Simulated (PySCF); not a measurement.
# A small calculation by hand: dipole moment from atomic charges

Be(Br)(OH) (BeBrHO), SMILES [OH][Be][Br]. Atoms are numbered in the order given.

```xyz
4

Be    -0.0144    -1.1597     0.0000
Br     0.0040     0.8114     0.0000
O     -0.0839    -2.5651     0.0000
H      0.5875    -3.2388     0.0000
```

Coordinates come from a PBE0-D3(BJ)/def2-TZVP optimisation. One conformer was computed; it need not be the lowest.

Charges (e) from PBE0/def2-TZVPD (PySCF):

```csv
atom,ESP fit,IAO
Be1,0.558,1.553
Br2,-0.263,-0.711
O3,-0.667,-1.230
H4,0.371,0.388
```

The dipole moment of the full density is 1.86 D.

Problem. What dipole moment does each set of point charges give, and which comes closer to that of the density?

Solution. 
μ = Σ q r, and 1 e Å = 4.8032 D.
ESP fit: Σ q r = (0.265, -0.351, 0.000) e Å, |μ| = 2.11 D.
IAO: Σ q r = (0.306, -0.480, 0.000) e Å, |μ| = 2.73 D.
ESP fit comes closer in size. Point charges leave out the atoms' own dipoles (lone pairs, polarised bonds); fits to the potential absorb them, partitions of the density don't.
